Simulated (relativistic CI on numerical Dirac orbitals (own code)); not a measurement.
Judd-Ofelt analysis for Pr³⁺

These numbers are calculated, not measured: Dirac-Coulomb-Breit CI, orbitals from a KLI potential per configuration, model QED (radiative potential, 1s self-energy scaled to tabulated hydrogen-like ionisation energies), valence Slater integrals scaled by 0.75 (own radial code, finite nucleus).

Configuration 4f² alone, in intermediate coupling. Take Ω₂ = 6.02, Ω₄ = 4.03, Ω₆ = 1.13 (10⁻²⁰ cm²) and refractive index n = 1.86 as given. A_ED = 64π⁴e²ν³ n(n² + 2)²/[27h(2J + 1)] Σ Ω_λ |U^λ|², in Gaussian units with ν in cm⁻¹, and A_MD is n³ times the free-ion magnetic-dipole rate; a dash marks a rate that is forbidden or under 2 % of the level's free-ion decay.

Emitting level ¹D2 at 17294 cm⁻¹ (radiative decay alone: multiphonon quenching in a host is left out, and the level can lie too high or too low):

| To | ν (cm⁻¹) | U² squared | U⁴ squared | U⁶ squared | Free-ion A(M1) (s⁻¹) |
| --- | --- | --- | --- | --- | --- |
| ³H4 | 17294 | 0.0067 | 0.0139 | 0.0518 | - |
| ³H5 | 15197 | 0.0000 | 0.0017 | 0.0004 | - |
| ³H6 | 13046 | 0.0000 | 0.0608 | 0.0049 | - |
| ³F2 | 12242 | 0.0124 | 0.0767 | 0.0000 | 0.701 |
| ¹G4 | 11013 | 0.7384 | 0.0027 | 0.0381 | - |
| ³F3 | 10896 | 0.0279 | 0.0154 | 0.0000 | 0.946 |
| ³F4 | 8201 | 0.1569 | 0.0471 | 0.0571 | - |

Problem. Give the rates, branching ratios and the radiative lifetime.

Solution. The rates are:

```tsv
To	λ (nm)	A_ED (s⁻¹)	A_MD (s⁻¹)	β (%)
³H4	578	715	0	8.8
³H5	658	22.3	0	0.3
³H6	766	496	0	6.1
³F2	817	627	4.51	7.8
¹G4	908	5360	0	66.3
³F3	918	265	6.09	3.4
³F4	1219	590	0	7.3
```

τ_rad = 1.24e-04 s. Computed level positions enter as ν³, so measured ones would change the rates. For the strongest line (908 nm) and an assumed effective width Δλ = 25 nm (300 cm⁻¹), the Füchtbauer-Ladenburg formula σ = λ⁴A/(8πcn²Δλ) gives a peak emission cross-section of 5.6 × 10⁻²⁰ cm². The line to ¹G4 has a large U² element and is therefore hypersensitive to the surroundings through Ω₂.
